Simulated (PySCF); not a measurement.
C3H4N2, SMILES c1c[nH]cn1.

Geometry optimised at r2SCAN-D4/def2-SVP.

All values below come from PBE/def2-TZVP in PySCF.

Gas-phase values at a fixed geometry.

The total energy is -226.03365 hartree and the point group comes out as Cs. The highest occupied level is -5.63 eV. The lowest empty level is -0.40 eV and the orbital gap is 5.22 eV. The dipole moment is 3.69 D and the quadrupole, principal values (traceless, Buckingham form, about the centre of nuclear charge) is -5.64, -2.03, 7.66 D·Å. The mean static polarisability comes out as 46.4 bohr³ (6.87 Å³) and the polarisability, principal values comes out as 29.8, 53.2, 56.2 bohr³.
